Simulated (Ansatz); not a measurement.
Geometry optimisation, Ansatz 0.2.0, UKS PBE/def2-SVP.

Input file:

```yaml
crystal:
  periodic: [false, false, false]
  atoms:
    - { symbol: B, position_ang: [0.090003, 0.286635, -0.451134] }
    - { symbol: Cl, position_ang: [-0.027381, 0.410098, 2.610014] }
    - { symbol: O, position_ang: [1.300023, -0.203724, -0.753645] }
    - { symbol: H, position_ang: [1.280705, -0.987861, -1.346] }
    - { symbol: Cl, position_ang: [-1.448657, -0.354254, -1.052868] }
    - { symbol: Si, position_ang: [-0.017515, 0.034958, 4.696218] }
    - { symbol: H, position_ang: [-0.781434, -1.224953, 4.985753] }
    - { symbol: H, position_ang: [1.400726, -0.110376, 5.162995] }
    - { symbol: H, position_ang: [-0.665271, 1.197578, 5.385967] }
magnetization:
  spin_polarized: true
  initial_magnetization: 1
basis:
  gaussian: { orbitals: def2-SVP }
hamiltonian:
  xc: pbe
relax:
  f_tol: 0.03
  max_steps: 50
output:
  orbitals: {}
```

Command:

```bash
$ ansatz run input.yaml --threads 4 --pin off --max-ram 5120MiB --backend cpu --events-out ev --progress --plain --runs-dir out
```

Problem. Where does it end, and by what steps?

Solution. It converged. The force dipped under the threshold on the way, but the program's further checks kept it going. After 29 steps the energy has fallen by 0.059 eV; H7 moved furthest, 1.53 Å.

| step | energy less start (eV) | largest force component (eV/Å) | accepted |
| --- | --- | --- | --- |
| 0 | 0.0000 | 0.506 | yes |
| 2 | -0.0177 | 0.100 | yes |
| 4 | -0.0187 | 0.022 | yes |
| 6 | -0.0208 | 0.038 | yes |
| 8 | -0.0198 | 0.433 | no |
| 10 | -0.0237 | 0.185 | yes |
| 12 | -0.0258 | 0.056 | yes |
| 14 | -0.0273 | 0.173 | yes |
| 16 | -0.0296 | 0.085 | yes |
| 18 | -0.0284 | 0.518 | no |
| 20 | -0.0329 | 0.037 | yes |
| 22 | -0.0348 | 0.322 | yes |
| 24 | -0.0486 | 0.143 | yes |
| 26 | -0.0526 | 0.054 | yes |
| 28 | -0.0573 | 0.073 | yes |
| 29 | -0.0587 | 0.007 | yes |

```xyz
9
Properties=species:S:1:pos:R:3
B -0.149 0.219 -0.334
Cl 0.581 1.537 2.814
O 1.106 -0.079 -0.689
H 1.349 -1.023 -0.567
Cl -1.336 -0.951 0.272
Si -0.006 0.088 4.195
H -0.789 -0.971 3.479
H 1.223 -0.510 4.816
H -0.847 0.738 5.253
```

Whether the end is a true minimum wasn't checked by a vibrational analysis.

Run time: 41 s on 4 threads of Arm Neoverse V2, with other jobs on the host, peak memory 0.18 GiB.
